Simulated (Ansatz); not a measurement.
Start from `C[Te]C(C)=S` and change one atom or group to get `CC(=S)CI`.

Ansatz, PBE0-D4/def2-TZVP geometries, multiplicity 1. Each molecule was computed in one conformer, which needn't be the lowest.

Elements past krypton have def2 core potentials.

```
                                          property  `C[Te]C(C)=S`
    zero-point energy (PBE0-D4/def2-TZVP) / kJ/mol          212.2
                 HOMO energy (PBE/def2-TZVPP) / eV          -5.24
              HOMO–LUMO gap (PBE0/def2-TZVPP) / eV           4.33
size of the dipole moment (ωB97M-V/def2-TZVPP) / D           1.60
               HOMO–LUMO gap (PBE/def2-TZVPP) / eV           2.46
  size of the dipole moment (B3LYP/def2-TZVPP) / D           1.74
```

(1) What does the change do to each property? (Estimate.)

Results:

(1) Ansatz gave: 
```
                                          property  `CC(=S)CI`  shift
    zero-point energy (PBE0-D4/def2-TZVP) / kJ/mol       190.6  -21.6
                 HOMO energy (PBE/def2-TZVPP) / eV       -5.40  -0.16
              HOMO–LUMO gap (PBE0/def2-TZVPP) / eV        3.97  -0.36
size of the dipole moment (ωB97M-V/def2-TZVPP) / D        2.18   0.58
               HOMO–LUMO gap (PBE/def2-TZVPP) / eV        1.90  -0.56
  size of the dipole moment (B3LYP/def2-TZVPP) / D        2.19   0.45
```

With PBE0 the HOMO falls by 0.31 eV and the LUMO falls by 0.66 eV, so the gap narrows by about 0.35 eV. PBE moves the HOMO by -0.16 eV and ωB97M-V by -0.56 eV. The zero-point energy changes by -21.6 kJ/mol with -3 modes. Dipoles are sizes alone; their direction can turn.

B3LYP here is the variant with VWN-RPA as its local correlation; programs differ in this.

Spin–orbit coupling is left out; it splits and shifts lone-pair levels of the heavy atoms by tenths of an eV.
